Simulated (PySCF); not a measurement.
# Excitation energy of Xe⁺ by level of theory

Xe⁺ [Kr] 4d10 5s2 5p5 (2P) → Xe⁺ [Kr] 4d10 5s2 5p4 5d1 (high-spin determinant), as a difference of total energies. All numbers are calculated (PySCF 2.14, scalar relativity by spin-free X2C-1e, in aug-cc-pwCVTZ-DK3 with one added diffuse shell each of s, p, d, f type (11s10p8d5f1g, 125 functions)). Correlated levels: valence: [Kr] 4d10 frozen; valence and next inner shell: [Ar] 3d10 frozen. The calculations carry no spin-orbit coupling.

```csv
method,excitation energy (cm⁻¹)
UHF,90804
LDA,96089
PBE,93122
PBE0,94040
r2SCAN,94702
MP2 (valence),95083
SCS-MP2 (valence),95900
MP2 (valence and next inner shell),97340
SCS-MP2 (valence and next inner shell),97531
```

A first-order spin-orbit estimate (lowest level to lowest level, LS coupling) adds 0.029 eV.

The promoted electron is Rydberg-like, and one or two diffuse shells describe it only roughly, which tends to raise the upper state.

The determinant of the upper state mixes LS terms, which raises its energy above the lowest term, most at the Hartree-Fock and MP2 levels.
